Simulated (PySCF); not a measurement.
Radial density of B⁺ (boron, charge +1)

UHF, [He] 2s2, closed-shell 1S. Computed with PySCF 2.14 in def2-TZVP (5s3p2d1f, 31 functions), with no relativity, point nucleus.

| r (bohr) | 4πr²ρ (e/bohr) |
| --- | --- |
| 0.00489 | 0.02079 |
| 0.00823 | 0.05709 |
| 0.0138 | 0.1523 |
| 0.0233 | 0.3927 |
| 0.0392 | 0.9480 |
| 0.0659 | 2.061 |
| 0.111 | 3.749 |
| 0.186 | 5.092 |
| 0.314 | 4.270 |
| 0.527 | 1.686 |
| 0.887 | 0.8140 |
| 1.49 | 1.199 |
| 2.51 | 0.5069 |
| 4.22 | 0.03035 |
| 7.10 | 6.709e-05 |
